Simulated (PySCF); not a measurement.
Radial density of Cr (chromium, neutral)

UHF, [Ar] 3d5 4s1, high-spin 7S determinant. Calculation: PySCF 2.14, in dyall-av2z; no relativity, point nucleus.

```
r (bohr)  4πr²ρ (e/bohr)  4πr²(ρα − ρβ)
 0.00121          0.1603         0.0000
 0.00203          0.4365         0.0000
 0.00341           1.155         0.0001
 0.00574           2.925         0.0003
 0.00965           6.859         0.0008
  0.0162           14.18         0.0014
  0.0273           23.76         0.0016
  0.0459           28.58        -0.0017
  0.0772           23.50        -0.0120
   0.130           24.23         0.0025
   0.218           31.17         0.2357
   0.368           15.62         1.2052
   0.618           11.74         2.9786
    1.04           10.90         3.2776
    1.75           2.805         1.7108
    2.94          0.6462         0.6306
    4.95          0.1600         0.1599
    8.32        0.008863         0.0088
    14.0       1.805e-05         0.0000
```

Task: Where is the radial spin density 4πr²(ρα − ρβ) most negative, and why is it negative at all?

Result: Around r = 0.0772 bohr, down to -0.0120 e/bohr: exchange with the open shell polarises the paired shells in an unrestricted calculation.
